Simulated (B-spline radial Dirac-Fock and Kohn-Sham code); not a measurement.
**Mo⁴⁺ 4p3/2: cross section and angular parameters**

System: Mo⁴⁺, configuration [Kr] 4d2; threshold 91.28 eV (orbital energy of the model). Method: Dirac-Hartree-Slater photoionisation with a Latter tail; cross sections with all multipoles, angular parameters from the dipole term and its interference with E2. Computed with a B-spline atomic structure program.

```
hν (eV)  σ (kb)       β       γ      δ
    118     334  -0.196  -0.054  0.018
    149     297   0.353  -0.028  0.035
    150     296   0.368  -0.024  0.035
    185     262   0.779   0.089  0.030
    186     261   0.788   0.091  0.030
    187     260   0.797   0.094  0.030
    200     247   0.901   0.125  0.027
    215     233   1.000   0.151  0.023
    240     210   1.129   0.177  0.018
    333     147   1.398   0.170  0.006
    353     137   1.433   0.159  0.005
    369     129   1.458   0.150  0.004
    400       ?       ?       ?      ?
    445     100   1.546   0.102  0.001
    951    29.9   1.691  -0.025  0.001
   1230    18.5   1.691   0.007  0.002
 1253.6    17.8   1.691   0.011  0.002
   1690    9.77   1.668   0.111  0.005
   2620    3.70   1.598   0.361  0.012
 2984.4    2.72   1.570   0.455  0.015
   5810   0.490   1.376   1.025  0.049
 9251.7   0.130   1.195   1.454  0.097
   9920   0.106   1.165   1.516  0.106
  11100  0.0757   1.116   1.614  0.123
  11300  0.0717   1.107   1.629  0.126
  12000  0.0597   1.080   1.680  0.136
  15000  0.0299   0.975   1.860  0.179
```

Q: Give the values at 400 eV.

A: σ = 116 kb, β = 1.499, γ = 0.130, δ = 0.002.
